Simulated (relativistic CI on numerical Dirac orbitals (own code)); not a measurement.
Co⁴⁺: 3d valence photoemission

Computed with this model: Dirac-Coulomb-Breit CI, separate exchange-only KLI orbitals for each configuration, model QED, valence Slater integrals scaled by 0.8, multiplet model of photoemission in the sudden approximation; configurations [Ar] 3d5 → [Ar] 3d4; 80 K; Lorentzian 0.42 eV and Gaussian 0.5 eV FWHM. Energies are those of the free ion, without screening or charge transfer. The energies are binding energies and can lie tens of eV above those of solids. S is read from ⟨S²⟩ = S(S + 1).

Field parameters in Wybourne normalisation: D4h B²₀ = −7Ds, B⁴₀ = 21(Dq − Dt), B⁴₄ = 21√(5/14) Dq. The field is a parameter set, without covalency.

Computed curve for D4h, 10Dq = 27650, Ds = 2100, Dt = -520 cm⁻¹, scaled to 100 at the maximum (points under 2 are left out and the grid is thinned):

```json
{"Energy (eV)": "74.2", "Intensity": "2.1"}
{"Energy (eV)": "74.3", "Intensity": "2.3"}
{"Energy (eV)": "74.4", "Intensity": "2.6"}
{"Energy (eV)": "74.5", "Intensity": "2.9"}
{"Energy (eV)": "74.6", "Intensity": "3.2"}
{"Energy (eV)": "74.8", "Intensity": "4.1"}
{"Energy (eV)": "74.9", "Intensity": "4.8"}
{"Energy (eV)": "75.0", "Intensity": "5.6"}
{"Energy (eV)": "75.1", "Intensity": "6.7"}
{"Energy (eV)": "75.2", "Intensity": "8.2"}
{"Energy (eV)": "75.3", "Intensity": "10.2"}
{"Energy (eV)": "75.4", "Intensity": "13.2"}
{"Energy (eV)": "75.5", "Intensity": "17.6"}
{"Energy (eV)": "75.6", "Intensity": "24.2"}
{"Energy (eV)": "75.7", "Intensity": "34.0"}
{"Energy (eV)": "75.9", "Intensity": "63.8"}
{"Energy (eV)": "76.0", "Intensity": "80.7"}
{"Energy (eV)": "76.1", "Intensity": "94.1"}
{"Energy (eV)": "76.2", "Intensity": "100.0"}
{"Energy (eV)": "76.3", "Intensity": "96.6"}
{"Energy (eV)": "76.4", "Intensity": "85.4"}
{"Energy (eV)": "76.5", "Intensity": "70.1"}
{"Energy (eV)": "76.6", "Intensity": "54.8"}
{"Energy (eV)": "76.7", "Intensity": "42.2"}
{"Energy (eV)": "76.8", "Intensity": "33.5"}
{"Energy (eV)": "77.0", "Intensity": "27.7"}
{"Energy (eV)": "77.1", "Intensity": "29.6"}
{"Energy (eV)": "77.2", "Intensity": "33.9"}
{"Energy (eV)": "77.3", "Intensity": "39.7"}
{"Energy (eV)": "77.4", "Intensity": "45.6"}
{"Energy (eV)": "77.5", "Intensity": "50.4"}
{"Energy (eV)": "77.6", "Intensity": "53.3"}
{"Energy (eV)": "77.7", "Intensity": "54.2"}
{"Energy (eV)": "77.8", "Intensity": "52.9"}
{"Energy (eV)": "77.9", "Intensity": "49.3"}
{"Energy (eV)": "78.1", "Intensity": "36.0"}
{"Energy (eV)": "78.2", "Intensity": "28.2"}
{"Energy (eV)": "78.3", "Intensity": "21.2"}
{"Energy (eV)": "78.4", "Intensity": "15.6"}
{"Energy (eV)": "78.5", "Intensity": "11.6"}
{"Energy (eV)": "78.6", "Intensity": "8.8"}
{"Energy (eV)": "78.7", "Intensity": "7.0"}
{"Energy (eV)": "78.8", "Intensity": "5.7"}
{"Energy (eV)": "78.9", "Intensity": "4.8"}
{"Energy (eV)": "79.0", "Intensity": "4.2"}
{"Energy (eV)": "79.2", "Intensity": "3.3"}
{"Energy (eV)": "79.3", "Intensity": "3.1"}
{"Energy (eV)": "79.4", "Intensity": "2.9"}
{"Energy (eV)": "79.5", "Intensity": "2.8"}
{"Energy (eV)": "79.6", "Intensity": "2.8"}
{"Energy (eV)": "79.7", "Intensity": "2.9"}
{"Energy (eV)": "79.8", "Intensity": "3.1"}
{"Energy (eV)": "79.9", "Intensity": "3.4"}
{"Energy (eV)": "80.0", "Intensity": "3.7"}
{"Energy (eV)": "80.1", "Intensity": "3.9"}
{"Energy (eV)": "80.3", "Intensity": "3.8"}
{"Energy (eV)": "80.4", "Intensity": "3.5"}
{"Energy (eV)": "80.5", "Intensity": "3.0"}
{"Energy (eV)": "80.6", "Intensity": "2.6"}
{"Energy (eV)": "80.7", "Intensity": "2.2"}
```

The ground state has S = 0.51, and the centroid lies at 77.07 eV.
